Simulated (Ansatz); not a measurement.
Z-matrix (Å, degrees):
```
B
H 1 1.1924
I 1 2.0739 2 124.40
```
Charge 0, spin multiplicity 2.

These are frozen-core CCSD(T)/def2-TZVPP // PBE0-D3(BJ)/def2-TZVP run with Ansatz (a quantum-chemistry and plane-wave program) values and carry that method's errors.

```yaml
HF energy: -321.88389 Ha
MP2 correlation energy: -0.57232 Ha
```

### Question
Estimate the CCSD correlation energy, the (T) correction, the total energy and the T1 diagnostic.

### Answer

- CCSD correlation energy = -0.55609 Ha
- (T) correction = -0.01438 Ha
- CCSD(T) total energy = -322.45435 Ha
- T1 diagnostic = 0.015
